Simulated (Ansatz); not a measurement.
`[NH2][In]([F])[Br]` → F• + `[NH2][In][Br]`•  (homolysis of the F–In bond)

Gas-phase electronic energies from Ansatz, PBE0-D4/def2-TZVP geometries. CCSD(T)/CBS is the MP2 limit (def2-TZVPP, def2-QZVPP) plus CCSD(T) − MP2 in def2-TZVPP, frozen cores. This one scheme is used for every species, atoms too. DFT in def2-TZVPP. HSE06 is defined as in plane-wave codes. Open shells (•) are unrestricted, without spin–orbit coupling. Spin–orbit coupling would lower the free atoms: a little for F. Elements past krypton have def2 core potentials. Bonds to Br, In are less sure, by a few kJ/mol each and by 10 to 20 or more in all where they break to atoms, as the def2 sets lack core-valence functions. Scalar relativity is left out up to krypton. One conformer a species, not always the lowest.

`[NH2][In]([F])[Br]`:

Cartesian coordinates in Å:
```
N -0.788 -0.877 -0.433
In 0.556 0.492 0.134
F 0.692 2.093 -0.956
Br 2.232 0.298 1.893
H -1.585 -0.504 -0.931
H -1.107 -1.502 0.294
```

`[NH2][In][Br]`•:

```xyz
5

N     0.597   -0.790   -0.050
In   -1.258    0.123   -0.163
Br   -1.418    2.279    1.125
H     1.343   -0.107   -0.156
H     0.736   -1.506   -0.755
```

```
          level  ΔE (kJ/mol)  difference from CCSD(T)/CBS
    LDA (SPW92)        536.4                         60.8
         PBE-D4        459.7                        -15.9
       HSE06-D4        441.4                        -34.2
   CAM-B3LYP-D4        458.6                        -17.0
         revPBE        433.3                        -42.3
           BLYP        439.1                        -36.5
         r2SCAN        446.8                        -28.8
        LC-ωPBE        474.9                         -0.7
CCSD/def2-TZVPP        440.8                        -34.8
  MP2/CBS(def2)        508.8                         33.2
    CCSD(T)/CBS        475.6                            0
```

Largest T1 diagnostic among the species: 0.016.

At CCSD(T), def2-SVP lies −46.6 kJ/mol from the extrapolated value and def2-TZVPP −24.1 kJ/mol: correlation converges slowly with the basis, and small sets miss more of it in the bonded molecule than in its fragments. Leaving LDA and LC-ωPBE aside and taking each functional with its dispersion term where it has one, the values, not all of them listed here, spread over 52.6 kJ/mol, from BHLYP-D4 to ωB97X-V. LDA lies +78.4 kJ/mol from PBE without D4, its usual overbinding. From BLYP to BHLYP (50 % exact exchange), in def2-TZVPP and without D4, ΔE moves by −24.6 kJ/mol: exact exchange takes away binding that semilocal exchange gives to molecules.

CCSD(T)/CBS has its own doubt, a few kJ/mol and more with outer-core shells, so smaller differences from it don't rank the levels.
